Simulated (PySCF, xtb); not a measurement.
1,3-azasiletidine (C₂H₇NSi), SMILES C1NC[SiH2]1.

Coordinates come from a PBE0-D3(BJ)/def2-SVP optimisation.

Level of theory: C-PCM-ωB97X/def2-SVP in PySCF.

The values are the electrostatic part of the solvation free energy, E(continuum) − E(gas) at the gas-phase geometry, in a cavity of scaled van der Waals radii (PySCF's table); cavitation and dispersion terms are not included. In vacuum the orbital gap is 11.53 eV. The dipole moment in vacuum is 1.00 D.

Computed values in water (ε = 78.36), methanol (ε = 32.61), n-hexane (ε = 1.88):
| solvent | ε | ΔG(elec) (kcal/mol) | dipole (D) | gap (eV) |
|---|---|---|---|---|
| water | 78.36 | -2.4 | 1.36 | 11.66 |
| methanol | 32.61 | -2.4 | 1.35 | 11.66 |
| n-hexane | 1.88 | -1.1 | 1.14 | 11.59 |

For comparison, GFN2-xTB/ALPB(water) (xtb, at the GFN2-xTB geometry, all terms of that model) gives -1.1 kcal/mol.
